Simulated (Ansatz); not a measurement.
`C[S][Mg][OH]` + `[OH][GeH2][O][SiH3]` → `C[S][Mg][O][SiH3]` + `[OH][GeH2][OH]`  (redistribution)

Gas-phase electronic energies from Ansatz, PBE0-D4/def2-TZVP geometries. CCSD(T)/CBS adds triple-zeta CCSD(T) − MP2 to the extrapolated MP2 energy (def2 sets, frozen cores). Functionals use def2-TZVPP. For Ge, Mg outer-core shells are correlated without core-valence functions, which leaves a few kJ/mol of doubt a bond. Scalar relativity is left out up to krypton. Each species was taken in one conformer, which may not be the lowest.

(1) Is it downhill or uphill in electronic energy at CCSD(T)/CBS, and by how much? (Estimate.)

(2) What do these levels give: PBE-D4, PBE0-D4, ωB97M-V, PBE, r2SCAN, PBE0, HF/def2-TZVPP, SCS-MP2/def2-TZVPP, CCSD/def2-TZVPP, CCSD(T)/def2-TZVPP, HF/def2-QZVPP, HF/CBS(def2)? (Estimate.)

Largest T1 diagnostic among the species: 0.012.

## Answers

(1) Ansatz gave: Downhill: ΔE = -4.5 kcal/mol.

(2) Computed: PBE-D4 -4.3, PBE0-D4 -4.1, ωB97M-V -3.7, PBE -4.8, r2SCAN -4.4, PBE0 -4.6, HF/def2-TZVPP -4.1, SCS-MP2/def2-TZVPP -4.1, CCSD/def2-TZVPP -4.1, CCSD(T)/def2-TZVPP -4.2, HF/def2-QZVPP -4.2, HF/CBS(def2) -4.3 kcal/mol.

The D4 term adds +0.9 kcal/mol with B3LYP and +0.5 kcal/mol with PBE0; it sums over pairs of atoms, weighted by their polarisabilities, and B3LYP, whose exchange is more repulsive, gets the larger term.

B3LYP here is the variant with VWN-RPA as its local correlation; programs differ in this.
